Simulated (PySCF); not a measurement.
## Stretching Sb₂⁻

Set-up: Sb def2-TZVPPD with ECP28; scalar-relativistic core potentials (PySCF 2.14). Energies in eV from Sb + Sb⁻ in their ground configurations at the same level. State: ²Πg (doublet), unpaired electrons π ↑.

```csv
R (Å),CAM-B3LYP,B3LYP
2.213,-1.695,-1.737
2.316,-2.457,-2.565
2.419,-2.852,-3.027
2.496,-2.974,-3.199
2.573,-2.985,-3.262
2.650,-2.913,-3.241
2.753,-2.724,-3.120
2.882,-2.389,-2.870
3.036,-1.908,-2.490
3.242,-1.223,-1.935
```

Q: Put a parabola through the three lowest points of the CAM-B3LYP curve and estimate Re, k and ωe (reduced mass 60.45 u; 1 eV/Å² = 0.16022 mdyn/Å; ωe = 1302.8·√(k/μ) cm⁻¹).

A: Through R = 2.496, 2.573, 2.65 Å the second-order coefficient is 7.00 eV/Å², so Re ≈ 2.545 Å, k ≈ 2.24 mdyn/Å and ωe ≈ 251 cm⁻¹. A polynomial fit of higher order to the unrounded CAM-B3LYP energies gives Re = 2.543 Å, k = 2.49 mdyn/Å, ωe = 264 cm⁻¹; anharmonicity and rounding make the difference.

The higher-order fit for each curve: CAM-B3LYP: Re = 2.543 Å, ωe = 264 cm⁻¹, De = 2.99 eV; B3LYP: Re = 2.589 Å, ωe = 242 cm⁻¹, De = 3.26 eV.

Spin–orbit coupling is left out, which matters for elements this heavy, above all for dissociation energies. The highest Kohn–Sham level is positive in this anion. Much of that is self-interaction error, but it also means that the finite basis helps to hold the extra electron. The state is the lowest determinant that a PBE0 search found; another state may lie lower at other levels.
